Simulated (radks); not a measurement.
Question: Mo2+, 40 electrons, occupied as [Kr] 4d4 (the NIST ground configuration). Method: non-relativistic Kohn-Sham, PBEsol, spin-unpolarised, spherical densities, point nucleus; relativity is left out, which matters for an element this heavy; computed with a radial shooting solver on a logarithmic mesh with Libxc functionals. Some entries of the table are withheld. Estimate them.

orbital,occ.,eigenvalue (eV),<r> (bohr)
1s,2,-19332.09,0.03632
2s,2,-2700.503,0.1588
2p,6,-2489.278,0.1361
3s,2,-473.0720,0.4411
3p,6,-391.8930,(1)
3d,10,(2),0.4146
4s,2,-79.1026,(3)
4p,6,(4),1.238
4d,4,-21.1018,(5)
5s,0,-17.0469,2.995
5p,0,-12.3906,3.550

Answer: 
(1) 3p <r> (bohr): 0.4360
(2) 3d eigenvalue (eV): -243.0267
(3) 4s <r> (bohr): 1.132
(4) 4p eigenvalue (eV): -55.9484
(5) 4d <r> (bohr): 1.705
